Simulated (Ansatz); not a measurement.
Ansatz (a program for electronic structure) job for BaF₂, SMILES [F][Ba][F], PBE0-D3(BJ)/def2-TZVP. 

Ansatz 0.2 input:
```yaml
crystal:
  periodic: [false, false, false]
  atoms:
    - {symbol: Ba, position_ang: [0.00000000, -0.00000000, 0.33183324]}
    - {symbol: F, position_ang: [-0.00000000, -1.64360733, -1.03237008]}
    - {symbol: F, position_ang: [-0.00000000, 1.64360735, -1.03237006]}
basis:
  gaussian:
    orbitals: def2-TZVP
hamiltonian:
  xc: pbe0
  dispersion: d3bj
relax: {f_tol: 0.002, max_steps: 200}
```

Output:

```
Functional definition: PBE0
integrals: 0.03 GiB planned
608 factors; their error is unknown
mean field: 0.24 GiB planned
mean field evaluation 1: about -6121.5070 eV, gradient 6.7e1 eV
mean field evaluation 2: about -6068.7143 eV, gradient 1.9e2 eV
mean field evaluation 4: about -6128.6881 eV, gradient 2.8e0 eV
mean field evaluation 8: about -6128.7376 eV, gradient 3.9e-2 eV
mean field -6128.73757376 eV, -225.2269516283 hartree, gradient 4.0e-5 eV, S^2 0.000000; 0 other end points of the search recorded, 0 dependent functions left out
the calculation of the forces begins
reference -6128.73763023 eV, -225.2269537034 hartree; 14, 14 occupied and 88, 88 virtual orbitals, 608 factors
relax step   1: F+E_penalty+E_count = -6128.76042730 eV  Δ(F+E_penalty+E_count) = +0.000e0 eV  max|allowed force component| = 8.087e-1 eV/Å  Δτ_max = 0.0000 Å  (26 SCF iters, accepted)
these checks for a lower state are left out or cut short: starts, cluster_reference, orbital_swaps, neighbouring_geometries, increment
integrals: 0.02 GiB planned
608 factors; their error is unknown
mean field: 0.24 GiB planned
mean field evaluation 16: about -6128.5638 eV, gradient 4.6e1 eV
mean field -6128.84956872 eV, -225.2310673670 hartree, gradient 9.3e-6 eV, S^2 0.000000; 0 other end points of the search recorded, 0 dependent functions left out
the calculation of the forces begins
reference -6128.84962484 eV, -225.2310694294 hartree; 14, 14 occupied and 88, 88 virtual orbitals, 608 factors
relax step   2: F+E_penalty+E_count = -6128.87173891 eV  Δ(F+E_penalty+E_count) = -1.113e-1 eV  max|allowed force component| = 4.534e-1 eV/Å  Δτ_max = 0.1938 Å  (35 SCF iters, accepted)
these checks for a lower state are left out or cut short: starts, cluster_reference, orbital_swaps, neighbouring_geometries, increment
integrals: 0.02 GiB planned
608 factors; their error is unknown
mean field: 0.24 GiB planned
mean field evaluation 32: about -6128.8639 eV, gradient 1.6e-5 eV
mean field -6128.86391327 eV, -225.2315945195 hartree, gradient 1.6e-5 eV, S^2 0.000000; 0 other end points of the search recorded, 0 dependent functions left out
the calculation of the forces begins
reference -6128.86396935 eV, -225.2315965804 hartree; 14, 14 occupied and 88, 88 virtual orbitals, 608 factors
relax step   3: F+E_penalty+E_count = -6128.88570149 eV  Δ(F+E_penalty+E_count) = -1.396e-2 eV  max|allowed force component| = 6.353e-2 eV/Å  Δτ_max = 0.1550 Å  (33 SCF iters, accepted)
these checks for a lower state are left out or cut short: starts, cluster_reference, orbital_swaps, neighbouring_geometries, increment
integrals: 0.02 GiB planned
608 factors; their error is unknown
mean field: 0.24 GiB planned
mean field -6128.86942623 eV, -225.2317971170 hartree, gradient 1.2e-5 eV, S^2 0.000000; 0 other end points of the search recorded, 0 dependent functions left out
the calculation of the forces begins
reference -6128.86948222 eV, -225.2317991747 hartree; 14, 14 occupied and 88, 88 virtual orbitals, 608 factors
relax step   4: F+E_penalty+E_count = -6128.89133758 eV  Δ(F+E_penalty+E_count) = -5.636e-3 eV  max|allowed force component| = 2.089e-2 eV/Å  Δτ_max = 0.0509 Å  (29 SCF iters, accepted)
these checks for a lower state are left out or cut short: starts, cluster_reference, orbital_swaps, neighbouring_geometries, increment
integrals: 0.02 GiB planned
608 factors; their error is unknown
mean field: 0.24 GiB planned
mean field -6128.86959066 eV, -225.2318031598 hartree, gradient 2.4e-5 eV, S^2 0.000000; 0 other end points of the search recorded, 0 dependent functions left out
the calculation of the forces begins
reference -6128.86964661 eV, -225.2318052158 hartree; 14, 14 occupied and 88, 88 virtual orbitals, 608 factors
relax step   5: F+E_penalty+E_count = -6128.89155471 eV  Δ(F+E_penalty+E_count) = -2.171e-4 eV  max|allowed force component| = 2.269e-2 eV/Å  Δτ_max = 0.0194 Å  (29 SCF iters, accepted)
these checks for a lower state are left out or cut short: starts, cluster_reference, orbital_swaps, neighbouring_geometries, increment
integrals: 0.02 GiB planned
608 factors; their error is unknown
mean field: 0.24 GiB planned
mean field -6128.86967188 eV, -225.2318061445 hartree, gradient 1.8e-5 eV, S^2 0.000000; 0 other end points of the search recorded, 0 dependent functions left out
the calculation of the forces begins
reference -6128.86972785 eV, -225.2318082012 hartree; 14, 14 occupied and 88, 88 virtual orbitals, 608 factors
relax step   6: F+E_penalty+E_count = -6128.89162188 eV  Δ(F+E_penalty+E_count) = -6.717e-5 eV  max|allowed force component| = 6.041e-4 eV/Å  Δτ_max = 0.0047 Å  (30 SCF iters, accepted)
integrals: 0.02 GiB planned
608 factors; their error is unknown
mean field: 0.24 GiB planned
mean field evaluation 64: about -6128.8697 eV, gradient 1.8e-5 eV
mean field -6128.86967188 eV, -225.2318061445 hartree, gradient 1.8e-5 eV, S^2 0.000000; 1 other end points of the search recorded, 0 dependent functions left out
the calculation of the forces begins
reference -6128.86972785 eV, -225.2318082012 hartree; 14, 14 occupied and 88, 88 virtual orbitals, 608 factors
Total energy: -6128.89167785 eV, -225.2326148491 hartree
Atom 0 at     0.000000     0.000000     0.160578 Å, force     0.000000     0.000000    -0.000604 eV/Å
Atom 1 at    -0.000000    -1.909390    -0.946742 Å, force    -0.000000    -0.000237     0.000302 eV/Å
Atom 2 at    -0.000000     1.909390    -0.946742 Å, force    -0.000000     0.000237     0.000302 eV/Å
Dipole moment:    -0.000000    -0.000000     1.402470 e Å
```

The calculation finished and met its thresholds.

Cost: around 21 core-seconds (rough).
